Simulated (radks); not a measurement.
Values are calculated unless marked as measured or tabulated.
Excited configurations of Kr: one electron is placed in a higher orbital outside [Ar] 3d10 4s2 4p5. The ground configuration is [Kr]. Level of theory: scalar-relativistic Kohn-Sham, r2SCAN, spin-unpolarised, spherical densities, finite nucleus; meta-GGA in the generalised Kohn-Sham scheme; Fermi nuclear charge, rms radius 4.1884 fm (a radial shooting solver on a logarithmic mesh with Libxc functionals). Excitation = E - E(ground); binding = E(ion) - E, where the ion is the core of charge +1; n* = 1/sqrt(2 binding) in atomic units, and the quantum defect is n - n*.

| outer orbital | excitation (eV) | binding (eV) | n* | quantum defect | <r> (bohr) |
|---|---|---|---|---|---|
| 4d | 13.064 | 1.642 | 2.879 | 1.121 | 8.892 |
| 5s | 11.019 | 3.687 | 1.921 | 3.079 | 5.661 |
| 5p | 12.371 | 2.336 | 2.414 | 2.586 | 7.805 |
| 5d | 13.623 | 1.083 | 3.545 | 1.455 | 16.40 |
| 6s | 13.041 | 1.665 | 2.859 | 3.141 | 12.63 |
| 6p | 13.496 | 1.210 | 3.353 | 2.647 | 16.37 |
| 7p | 13.960 | 0.746 | 4.270 | 2.730 | 27.87 |

The Delta-SCF ionisation energy is 14.706 eV (NIST Atomic Spectra Database: 14.000 eV, measured). Self-interaction in the functional shifts the binding energies and quantum defects, so they are the method's values and not measured ones. Spin polarisation and multiplet splitting are left out, so open shells lie too high by an amount that depends on their filling.

Beside tabulated values, note that spin-unpolarised runs miss the spin-polarisation part of the exchange energy of open shells.
